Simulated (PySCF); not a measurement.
Orbital picture of HfF⁺

B3LYP at R = 1.820 Å; Hf def2-TZVPPD with ECP60, F def2-TZVPPD; scalar-relativistic core potentials (PySCF 2.14). State: ³Δ (triplet), unpaired electrons σ ↑, δ ↑. Only the outer orbitals are listed, counted within each symmetry, core potentials removing the inner ones.

```json
{"spin": "α", "orbital": "4σ", "occ.": "1", "ε (eV)": "-36.97", "on Hf (%)": "18", "main shells (%)": "82 F s, 12 Hf p"}
{"spin": "α", "orbital": "5σ", "occ.": "1", "ε (eV)": "-18.58", "on Hf (%)": "15", "main shells (%)": "81 F p, 11 Hf d"}
{"spin": "α", "orbital": "2π", "occ.": "1", "ε (eV)": "-18.06", "on Hf (%)": "10", "main shells (%)": "90 F p"}
{"spin": "α", "orbital": "2π", "occ.": "1", "ε (eV)": "-18.06", "on Hf (%)": "10", "main shells (%)": "90 F p"}
{"spin": "α", "orbital": "6σ", "occ.": "1", "ε (eV)": "-12.04", "on Hf (%)": "103", "main shells (%)": "87 Hf s, 15 Hf d"}
{"spin": "α", "orbital": "1δ", "occ.": "1", "ε (eV)": "-11.57", "on Hf (%)": "100", "main shells (%)": "100 Hf d"}
{"spin": "α", "orbital": "1δ", "occ.": "0", "ε (eV)": "-8.78", "on Hf (%)": "100", "main shells (%)": "100 Hf d"}
{"spin": "α", "orbital": "3π", "occ.": "0", "ε (eV)": "-8.31", "on Hf (%)": "95", "main shells (%)": "84 Hf d, 10 Hf p"}
{"spin": "α", "orbital": "3π", "occ.": "0", "ε (eV)": "-8.31", "on Hf (%)": "95", "main shells (%)": "84 Hf d, 10 Hf p"}
{"spin": "β", "orbital": "1π", "occ.": "1", "ε (eV)": "-42.61", "on Hf (%)": "100", "main shells (%)": "100 Hf p"}
{"spin": "β", "orbital": "1π", "occ.": "1", "ε (eV)": "-42.61", "on Hf (%)": "100", "main shells (%)": "100 Hf p"}
{"spin": "β", "orbital": "4σ", "occ.": "1", "ε (eV)": "-36.95", "on Hf (%)": "19", "main shells (%)": "81 F s, 14 Hf p"}
{"spin": "β", "orbital": "5σ", "occ.": "1", "ε (eV)": "-18.57", "on Hf (%)": "14", "main shells (%)": "82 F p, 10 Hf d"}
{"spin": "β", "orbital": "2π", "occ.": "1", "ε (eV)": "-18.09", "on Hf (%)": "9", "main shells (%)": "91 F p"}
{"spin": "β", "orbital": "2π", "occ.": "1", "ε (eV)": "-18.09", "on Hf (%)": "9", "main shells (%)": "91 F p"}
{"spin": "β", "orbital": "6σ", "occ.": "0", "ε (eV)": "-9.42", "on Hf (%)": "102", "main shells (%)": "92 Hf s"}
{"spin": "β", "orbital": "1δ", "occ.": "0", "ε (eV)": "-8.09", "on Hf (%)": "100", "main shells (%)": "100 Hf d"}
{"spin": "β", "orbital": "3π", "occ.": "0", "ε (eV)": "-7.70", "on Hf (%)": "95", "main shells (%)": "88 Hf d"}
```

Which are the highest filled and the lowest empty level, where do they sit, and how wide is the gap?

Highest filled α 1δ at -11.57 eV (in %: 100 Hf d); lowest empty β 6σ at -9.42 eV (in %: 92 Hf s); the gap at B3LYP is 2.15 eV.

| Property | Result |
| --- | --- |
| bond order (Mayer) | 1.30 |
| ⟨S²⟩ | 2.001 |
| charge on Hf (Mulliken, basis-dependent) | 1.21 |
| charge on Hf (Löwdin, basis-dependent) | 1.23 |
| dipole moment (positive dipole points towards F; it is taken about the centre of mass and depends on that origin) | -3.73 D |
| polarisability along the bond | 38.6 bohr³ |
| polarisability across the bond | 49.7 bohr³ |

Shares are Mulliken populations and can fall outside 0 to 100 %.

Spin–orbit coupling is left out. With d or f electrons several states lie close, and the lowest PBE0 determinant need not be the measured ground state.
